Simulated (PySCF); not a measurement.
Computed shifts of a molecule CH8GeOSi, PBE/pcSseg-1 (PySCF), GIAO, gas phase, atoms alike by connectivity averaged where their shifts nearly agree, in ppm (number of nuclei): ¹³C: 62.6 (1). ²⁹Si: -111.0 (1). ¹H: 4.57 (1), 4.43 (1), 4.26 (1), 3.91 (3), 3.90 (1), -0.47 (1). References: ¹⁷O against H2O (σ = 334.3 ppm); ¹³C against TMS (σ = 182.0 ppm); ⁷³Ge against GeH4 (σ = 1614.4 ppm); ²⁹Si against TMS (σ = 335.4 ppm); ¹H against TMS (σ = 31.49 ppm), references at their B3LYP-D3(BJ)/def2-TZVP geometries, non-relativistic. Geometry: PBE0-D3(BJ)/def2-SVP. The values are those of a single conformer.

Question: Pick the molecule that these values belong to.
A) [CH3][GeH2][O][SiH3]
B) OC[SiH2][GeH3]
C) C[O][GeH2][SiH3]
D) O[CH2][GeH2][SiH3]

Answer: D, O[CH2][GeH2][SiH3]
